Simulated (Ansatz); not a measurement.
Harmonic frequencies (cm⁻¹) at PBE0-D4/def2-TZVP from Ansatz: 31, 54, 55, 152, 152, 224, 247, 247, 252, 252, 255, 368, 428, 428, 638, 666, 666, 696, 873, 873, 984, 1051, 1051, 1398, 1454, 1454, 2457, 3072, 3158, 3158, 3966, 3966, 3966.

Each molecule was computed in one conformer, which needn't be the lowest.

Q: Which molecule is it?
A. `CC#[N+][Al-]([OH])([OH])[OH]`
B. `C[BH-](C)[OH2+]`
C. `[BH3-][O+](C)C`
D. `[CH3][AlH-]([CH3])[SeH2+]`

A: A.
